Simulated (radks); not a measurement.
Ta48+, configuration [Ar] 3d7.

Method: scalar-relativistic Kohn-Sham, LDA (Slater exchange, VWN5 correlation), spin-polarised, spherical densities, finite nucleus; open shells are filled with parallel spins first (spin-orbit coupling, left out, can overturn this in heavy ions); Fermi nuclear charge, rms radius 5.3507 fm; computed with a radial shooting solver on a logarithmic mesh with Libxc functionals.

Energy parts (eV):
total: -374083.11
kinetic: 415033.53
electron-nucleus: -845586.38
Hartree: 62037.97
exchange-correlation: -5568.23

Orbitals (lengths in bohr, moments of r in powers of bohr; r(90%) holds 90 % of the orbital's charge):
\begin{tabular}{lrrrr}
orbital & occ. & eigenvalue (eV) & <r^4> & r(90%) \\ \hline
1s up & 1 & -70050.58 & 6.217e-07 & 0.0340 \\
1s down & 1 & -70050.13 & 6.216e-07 & 0.0340 \\
2s up & 1 & -14269.04 & 0.00009227 & 0.122 \\
2s down & 1 & -14255.51 & 0.00009210 & 0.122 \\
2p up & 3 & -12855.44 & 0.00007153 & 0.114 \\
2p down & 3 & -12844.41 & 0.00007134 & 0.114 \\
3s up & 1 & -5126.700 & 0.002949 & 0.289 \\
3s down & 1 & -5112.052 & 0.002963 & 0.289 \\
3p up & 3 & -4704.386 & 0.003023 & 0.291 \\
3p down & 3 & -4689.669 & 0.003040 & 0.292 \\
3d up & 5 & -4252.670 & 0.002146 & 0.269 \\
3d down & 2 & -4234.655 & 0.002165 & 0.270 \\
\end{tabular}

The highest occupied level is 3d down at -4234.7 eV. Summed over all electrons, <r^2> = 0.6578 bohr^2, which gives a Langevin (diamagnetic) susceptibility term of -0.521 x 10^-6 cm^3/mol. For comparison, the ionisation energy in NIST's Atomic Spectra Database is 4278 eV (theoretical). In exact Kohn-Sham theory the highest level is minus the ionisation energy, but local and semilocal functionals leave it too shallow, through self-interaction and a potential that decays too fast; potentials with the right tail come closer. The density falls to 0.001 e/bohr^3 at r = 0.64 bohr. The spin density at the nucleus is -44.6 e/bohr^3 (1s -12.1, 2s -102.6, 3s 70.1). Spin moment in Bohr magnetons: 3.
